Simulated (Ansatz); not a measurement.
The inner images of a band of CH$_{6}$SSeSi (10 atoms, charge 0, multiplicity 1) are given out of order.

Computed with Ansatz 0.2.0, RKS B3LYP-D4/def2-SVP.

Initial state:

```xyz
10
Properties=species:S:1:pos:R:3
C -1.231 1.157 -0.583
Se -0.508 0.869 1.235
Si 0.540 -1.115 0.802
S 1.919 -0.988 -0.861
H -0.433 1.016 -1.323
H -1.594 2.192 -0.616
H -2.062 0.466 -0.777
H -0.401 -2.187 0.375
H 1.208 -1.485 2.080
H 2.645 0.023 -0.329
```

Final state:

```xyz
10
Properties=species:S:1:pos:R:3
C -1.225 1.255 -0.501
Se -0.632 0.914 1.355
Si 0.658 -0.913 0.912
S 2.164 -0.411 -0.570
H -0.357 1.237 -1.172
H -1.680 2.254 -0.505
H -1.968 0.507 -0.808
H -0.115 -2.062 0.358
H 1.251 -1.287 2.224
H 1.986 -1.544 -1.290
```

Question: Put them in order from the first end to the last, with their energies above the first end.
A.
```xyz
10
Properties=species:S:1:pos:R:3
C -1.498 0.968 -0.714
Se -0.719 1.060 1.103
Si 0.718 -0.698 0.896
S 2.236 -0.174 -0.557
H -0.727 1.151 -1.473
H -2.258 1.759 -0.760
H -1.975 -0.008 -0.878
H -0.017 -1.926 0.473
H 1.320 -0.916 2.241
H 3.004 -1.266 -0.329
```
B.
```xyz
10
Properties=species:S:1:pos:R:3
C -1.417 1.087 -0.636
Se -0.536 1.051 1.137
Si 0.623 -0.888 0.781
S 2.058 -0.842 -0.846
H -0.668 1.245 -1.422
H -2.126 1.926 -0.619
H -1.969 0.153 -0.812
H -0.339 -1.961 0.413
H 1.330 -1.190 2.055
H 3.128 -0.634 -0.048
```
C.
```xyz
10
Properties=species:S:1:pos:R:3
C -1.467 0.891 -0.753
Se -0.826 1.027 1.115
Si 0.742 -0.622 1.004
S 2.262 -0.026 -0.420
H -0.635 1.046 -1.450
H -2.215 1.684 -0.879
H -1.935 -0.087 -0.924
H 0.164 -1.923 0.557
H 1.269 -0.759 2.389
H 2.723 -1.282 -0.635
```
D.
```xyz
10
Properties=species:S:1:pos:R:3
C -1.317 1.126 -0.612
Se -0.463 0.992 1.168
Si 0.578 -1.009 0.799
S 1.995 -1.018 -0.836
H -0.548 1.188 -1.391
H -1.920 2.043 -0.603
H -1.971 0.261 -0.787
H -0.409 -2.046 0.390
H 1.235 -1.357 2.088
H 2.903 -0.232 -0.213
```
E.
```xyz
10
Properties=species:S:1:pos:R:3
C -1.479 1.033 -0.671
Se -0.651 1.050 1.127
Si 0.670 -0.785 0.811
S 2.136 -0.459 -0.761
H -0.721 1.226 -1.442
H -2.220 1.843 -0.679
H -1.983 0.075 -0.856
H -0.191 -1.949 0.456
H 1.378 -1.038 2.095
H 3.144 -1.049 -0.077
```

Answer: D (+0.016 eV), B (+0.084 eV), E (+0.145 eV), A (+0.104 eV), C (+0.067 eV).

Run time: 3.3 min on 2 threads of Arm Neoverse V2, with other jobs on the host, peak memory 0.28 GiB.
